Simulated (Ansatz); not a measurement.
`C=C([SiH3])[SeH]` + `[F][AlH2]` → `[F][AlH][SeH]` + `C=C[SiH3]`  (formal exchange of groups at the Se–C bond)

Isolated molecules relaxed with PBE0-D4/def2-TZVP in Ansatz; ΔE leaves out vibrations. CCSD(T)/CBS is the MP2 limit (def2-TZVPP, def2-QZVPP) plus CCSD(T) − MP2 in def2-TZVPP, frozen cores. This one scheme is used for every species. Functionals use def2-TZVPP. For Se outer-core shells are correlated without core-valence functions, which leaves a few kJ/mol of doubt a bond. Scalar relativity is left out up to krypton. Each species was taken in one conformer, which may not be the lowest.

`C=C([SiH3])[SeH]`:

Cartesian coordinates in Å:
```
C -1.628 -0.408 -0.184
C -0.468 0.026 0.304
Si 1.101 0.049 -0.702
Se -0.394 0.763 2.063
H -1.692 -0.776 -1.204
H -2.549 -0.414 0.392
H 2.175 -0.660 0.045
H 1.543 1.448 -0.932
H 0.854 -0.630 -2.001
H 1.058 0.602 2.220
```

`[F][AlH2]`:

Cartesian coordinates in Å:
```
F 0.411 0.513 1.453
Al -0.014 -0.018 -0.050
H 0.070 -1.570 -0.310
H -0.467 1.074 -1.092
```

`[F][AlH][SeH]`:

```xyz
5

F     1.074   -0.905   -1.668
Al    0.008   -0.381   -0.529
Se    0.866    1.025    1.080
H    -1.489   -0.848   -0.593
H    -0.459    1.109    1.711
```

`C=C[SiH3]`:

Z-matrix (Å, degrees):
```
Si
C 1 1.859
H 1 1.488 2 110.8
H 1 1.487 2 109.0 3 -120.3
H 1 1.488 2 110.8 3 119.3
C 2 1.330 1 123.1 3 120.2
H 2 1.089 1 118.8 3 -59.8
H 6 1.087 2 122.2 1 -180.0
H 6 1.087 2 121.7 1 0.0
```

```json
{"species": "`C=C([SiH3])[SeH]`", "PBE0 energy (Eh)": "-2770.36412"}
{"species": "`[F][AlH2]`", "PBE0 energy (Eh)": "-343.36719"}
{"species": "`[F][AlH][SeH]`", "PBE0 energy (Eh)": "-2744.70077"}
{"species": "`C=C[SiH3]`", "PBE0 energy (Eh)": "-369.09181"}
```

Work out ΔE.

ΔE = (-2744.70077) + (-369.09181) − (-2770.36412) − (-343.36719) = -0.06127 Eh = -1.67 eV. CCSD(T)/CBS gives -1.63 eV.

Largest T1 diagnostic among the species: 0.012.

In def2-TZVPP, CCSD(T) changes the Hartree–Fock value by +0.20 eV (the triples alone add +0.04 eV) and MP2 by +0.24 eV. The D4 term adds +0.08 eV with B3LYP and +0.04 eV with PBE0; it sums over pairs of atoms, weighted by their polarisabilities, and B3LYP, whose exchange is more repulsive, gets the larger term.

B3LYP here is the variant with VWN-RPA as its local correlation; programs differ in this.
